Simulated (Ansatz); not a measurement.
A structure relaxed at PBE0-D4/def2-TZVP, charge 0, multiplicity 1:

```xyz
9

C    -0.182    1.494   -1.524
Cu   -0.018    0.154   -0.158
P     0.165   -1.354    1.381
F     1.387   -1.291    2.335
F     0.263   -2.841    0.949
F    -0.968   -1.475    2.435
H    -0.290    1.040   -2.514
H     0.700    2.142   -1.551
H    -1.056    2.130   -1.353
```

Q: Give its formula and SMILES.

A: CH3CuF3P, `[CH3][Cu-][P+](F)(F)F`.

Q: Point group (tolerance 0.08 Å, 0.16 Å for H)?

A: C3.

Q: Summarise the bond lengths by kind.

A: 1 × C–Cu 1.921 Å; 3 × C–H 1.095 Å; 1 × Cu–P 2.162 Å; 3 × F–P 1.551 Å.

All numbers were calculated with Ansatz.
